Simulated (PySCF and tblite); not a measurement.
Results of a calculation; reference values are marked as such.
C₄H₉Br, numbered as in [CH3:1][CH2:2][CH2:3][CH2:4][Br:5].

Search: ETKDG and KDG, MMFF94s, GFN2-xTB, 90 starts; geometries at PBE0-D3(BJ)/def2-SVP. Weights use PBE0-D3(BJ)/def2-TZVP (IEF-PCM, chloroform) energies plus GFN2-xTB zero-point and thermal terms (modes under about 100 cm⁻¹ blended into free rotors). Symmetry numbers and mirror images are counted. Conformers within 3 kcal/mol (GFN2-xTB free energy) were kept, 8 at most. Codes: tblite and PySCF.

Rotational constants are equilibrium values for the commonest isotopes; dipoles come from the energy level named and are polarised by its solvent model.

Torsions listed: C1–C2–C3–C4, C2–C3–C4–Br5. Of a mirror pair one member is shown.

```csv
conformer,shape,symmetry,weight %
1,"-179°, -66°",C1 (pair),41.4
2,"180°, 179°",Cs,23.3
3,"-58°, -60°",C1 (pair),22.1
4,"65°, 178°",C1 (pair),12.8
5,"70°, -79°",C1 (pair),0.5
```

Sets of constants, in random order:

```json
{"set": "P", "A (MHz)": "16000", "B (MHz)": "913", "C (MHz)": "883", "abs μa (D)": "2.65", "abs μb (D)": "1.02", "abs μc (D)": "0.00"}
{"set": "Q", "A (MHz)": "6181", "B (MHz)": "1475", "C (MHz)": "1357", "abs μa (D)": "2.15", "abs μb (D)": "1.46", "abs μc (D)": "0.66"}
{"set": "R", "A (MHz)": "5595", "B (MHz)": "1636", "C (MHz)": "1342", "abs μa (D)": "2.08", "abs μb (D)": "1.82", "abs μc (D)": "0.33"}
{"set": "S", "A (MHz)": "8197", "B (MHz)": "1207", "C (MHz)": "1108", "abs μa (D)": "2.01", "abs μb (D)": "1.74", "abs μc (D)": "0.27"}
{"set": "T", "A (MHz)": "12212", "B (MHz)": "1012", "C (MHz)": "978", "abs μa (D)": "2.80", "abs μb (D)": "0.09", "abs μc (D)": "0.55"}
```

Task: Match each set to its conformer.

Result: P is conformer 2, Q is conformer 3, R is conformer 5, S is conformer 1, T is conformer 4.
